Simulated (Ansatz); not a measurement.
Two isomers of CH7GeNO: A = `NC[O][GeH3]`, B = `N[CH](O)[GeH3]`.

Gas-phase electronic energies from Ansatz, PBE0-D4/def2-TZVP geometries. CBS: MP2 limit from def2 TZ/QZ plus the TZ coupled-cluster correction, frozen cores. DFT in def2-TZVPP. B3LYP here is the variant with VWN-RPA as its local correlation; programs differ in this. For Ge outer-core shells are correlated without core-valence functions, which leaves a few kJ/mol of doubt a bond. Scalar relativity is left out up to krypton. Each species was taken in one conformer, which may not be the lowest.

A:

```xyz
11

N     1.0697    0.8076    1.6864
C     0.0345    0.2597    0.8817
O     0.4644    0.0179   -0.4510
Ge   -0.7007   -0.6715   -1.6089
H     1.3928    1.6870    1.3032
H     1.8613    0.1784    1.7277
H    -0.8113    0.9602    0.8795
H    -0.3021   -0.6794    1.3411
H    -1.9040    0.2824   -1.7466
H    -1.1802   -2.0422   -1.0910
H     0.0756   -0.8000   -2.9220
```

B:

Z-matrix (Å, degrees):
```
C
O 1 1.418
Ge 1 1.993 2 110.2
N 1 1.434 2 106.1 3 118.6
H 1 1.105 2 108.4 3 -118.9
H 2 0.961 1 108.2 3 80.5
H 3 1.534 1 109.7 2 56.7
H 3 1.541 1 108.0 2 -63.0
H 3 1.544 1 111.0 2 178.2
H 4 1.011 1 112.0 2 -171.2
H 4 1.014 1 111.0 2 67.1
```

Task: Which is lower in electronic energy at CCSD(T)/CBS, and by how much? (Estimate.)

Result: Ansatz gave: A, by 72.8 kJ/mol.

Task: Give E(B) − E(A) in kJ/mol with PBE0-D4, B3LYP-D4, PBE-D4, MP2/def2-TZVPP, B2PLYP, ωB97M-V, r2SCAN-D4. (An estimate is asked.)

Result: Ansatz gave: PBE0-D4 70.7, B3LYP-D4 77.1, PBE-D4 67.5, MP2/def2-TZVPP 79.1, B2PLYP 81.3, ωB97M-V 74.7, r2SCAN-D4 75.7. None reverses the order clearly.

Largest T1 diagnostic: 0.012.

In def2-TZVPP, CCSD(T) changes the Hartree–Fock value by −19.1 kJ/mol (the triples alone add −1.4 kJ/mol) and MP2 by −17.4 kJ/mol.
